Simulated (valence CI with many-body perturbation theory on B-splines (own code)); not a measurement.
# E1 transitions of Ca XV

Computed by valence CI with perturbative core correlation (CI+MBPT): four valence electrons over a frozen Dirac-Fock core [He], a basis of 11 s, 11 p, 10 d, 8 f, 5 g, 2 h functions for each j, with the one-electron correlation potential Σ1, the two-electron term Σ2, the three-electron term Σ3, Breit, model QED; selected CI, second order for the rest, scaled by the run's own slope (own B-spline code, finite nucleus).

No measured spectrum was set against this ion. As an estimate, levels of excited configurations hold to 0.05 to 0.15 % of their energy, terms of the ground configuration to about 0.5 %. Among the levels kept, up to 880 cm⁻¹ of a level comes from second order outside the variational space, and about a tenth of that is noise between levels of different J, which matters for small intervals.

Lines 201 to 250 of 568 in falling wavelength, among levels below 646.25 eV, chosen from the strongest by gf and those to the six lowest levels. Wavelengths and rates use the calculated energies, so an error of 400 cm⁻¹ moves a line at 203.4 Å by 0.081 % and its rate by three times that or more. Electric multipoles are in the length gauge with retardation, E1 and E2 with the static RPA response of the core. Weak lines are less certain than strong ones. Lines between different terms over intervals too small for the method are left out, as are lines whose strength nearly cancels. The highest levels of a list are the least certain.

Names give the largest LS component (configuration and term), which can be under half, so a name can repeat, a term be missing and a line seem to break the LS rules; names also repeat where a configuration has a term twice. Letters in brackets count levels of one name in rising energy.

```tsv
λ vac (Å)	Upper	Lower	A (s⁻¹)	S (a.u.)
203.4	2s 2p2 3d 3G_3	2s2 2p 3d 3F°_2	2.12e+09	6.18e-02
203.3	2s 2p2 3p 1D°_2 [a]	2s2 2p 3p 3D_1 [b]	3.80e+09	7.89e-02
203.0	2p3 3s 3D°_1	2s 2p2 3s 3D_1	5.24e+09	6.49e-02
202.9	2p3 3s 3D°_2	2s 2p2 3s 3D_2	4.74e+09	9.78e-02
202.0	2p3 3s 3D°_3	2s 2p2 3s 3D_3	8.23e+09	2.34e-01
201.4	2p3 3s 3P°_2	2s 2p2 3s 3S_1	3.91e+09	7.88e-02
200.9	2s 2p3 3D°_1	2s2 2p2 3P_0	4.12e+09	4.95e-02
199.4	2s 2p2 3p 3F°_2	2s2 2p 3p 3D_1 [a]	4.93e+09	9.63e-02
199.3	2s 2p2 3d 3F_2 [b]	2s2 2p 3d 3F°_2	3.04e+09	5.93e-02
199.0	2p3 3p 5P_2	2s 2p2 3p 5S°_2	3.10e+09	6.03e-02
196.9	2s 2p2 3p 3D°_2 [b]	2s2 2p 3p 3D_2	3.58e+09	6.74e-02
191.6	2p4 3P_2	2s 2p3 3P°_2	3.31e+09	5.74e-02
190.4	2p3 3p 3P_1	2s 2p2 3p 3P°_2 [a]	5.65e+09	5.77e-02
189.7	2p3 3p 3P_2	2s 2p2 3p 3P°_2 [a]	4.12e+09	6.93e-02
186.3	2p4 1S_0	2s 2p3 1P°_1	4.59e+10	1.47e-01
185.2	2p3 3d 5D°_3	2s 2p2 3d 5D_4	5.02e+09	1.10e-01
185.0	2p3 3d 5D°_4	2s 2p2 3d 5D_4	3.43e+09	9.64e-02
184.3	2p3 3p 5P_2	2s 2p2 3p 5P°_3	7.87e+09	1.22e-01
183.7	2p3 3p 3P_2	2s 2p2 3p 3D°_3 [a]	1.38e+10	2.11e-01
182.8	2s 2p3 3P°_1	2s2 2p2 3P_2	3.18e+09	2.87e-02
182.5	2p3 3p 5P_3	2s 2p2 3p 5P°_3	3.60e+09	7.55e-02
182.4	2p4 3P_1	2s 2p3 3P°_2	6.51e+09	5.85e-02
182.2	2p3 3d 5D°_2	2s 2p2 3d 5D_3	5.71e+09	8.51e-02
181.8	2s 2p3 3P°_2	2s2 2p2 3P_2	9.83e+09	1.46e-01
181.3	2p3 3p 5P_1	2s 2p2 3p 5P°_2	8.36e+09	7.37e-02
180.6	2p3 3p 5P_3	2s 2p2 3p 5D°_4	1.34e+10	2.72e-01
180.4	2p3 3d 5D°_4	2s 2p2 3d 5F_5	1.33e+10	3.47e-01
179.1	2p3 3p 3P_1	2s 2p2 3p 3D°_2 [a]	1.11e+10	9.44e-02
178.8	2p3 3p 5P_3	2s 2p2 3p 5P°_2	3.32e+09	6.55e-02
178.4	2p3 3p 3P_2	2s 2p2 3p 3D°_2 [a]	4.14e+09	5.81e-02
178.4	2p3 3s 5S°_2	2s 2p2 3s 5P_3	1.31e+10	1.84e-01
177.4	2p3 3p 5P_2	2s 2p2 3p 5D°_3	6.25e+09	8.61e-02
177.2	2s 2p3 3P°_0	2s2 2p2 3P_1	1.20e+10	3.29e-02
177.0	2p3 3s 3S°_1	2s 2p2 3s 3P_2 [a]	2.02e+10	1.65e-01
176.8	2s 2p3 3P°_1	2s2 2p2 3P_1	5.38e+09	4.40e-02
176.7	2p3 3d 5D°_3	2s 2p2 3d 5F_4	8.36e+09	1.59e-01
176.5	2p3 3d 5D°_4	2s 2p2 3d 5F_4	4.61e+09	1.13e-01
175.9	2s 2p3 3P°_2	2s2 2p2 3P_1	1.23e+09	1.66e-02
175.7	2p3 3p 5P_3	2s 2p2 3p 5D°_3	6.40e+09	1.20e-01
173.9	2p3 3d 5D°_2	2s 2p2 3d 5F_3	6.64e+09	8.63e-02
173.9	2p3 3d 5D°_3	2s 2p2 3d 5F_3	5.76e+09	1.05e-01
173.7	2s 2p2 3d 3F_2 [c]	2s2 2p 3d 3D°_1	4.42e+09	5.71e-02
173.6	2p3 3p 5P_2	2s 2p2 3p 5D°_2	7.05e+09	9.11e-02
173.3	2p3 3s 5S°_2	2s 2p2 3s 5P_2	1.02e+10	1.32e-01
172.2	2p3 3d 5D°_2	2s 2p2 3d 5F_2	6.17e+09	7.78e-02
171.5	2s 2p3 3P°_1	2s2 2p2 3P_0	3.22e+09	2.41e-02
171.5	2p3 3s 3S°_1	2s 2p2 3s 3P_1 [a]	1.27e+10	9.52e-02
170.9	2s 2p2 3d 3F_3 [c]	2s2 2p 3d 3D°_3	3.48e+09	6.01e-02
170.6	2s 2p2 3d 3F_4 [c]	2s2 2p 3d 3D°_3	2.36e+09	5.20e-02
169.3	2p3 3s 5S°_2	2s 2p2 3s 5P_1	6.66e+09	7.98e-02
```
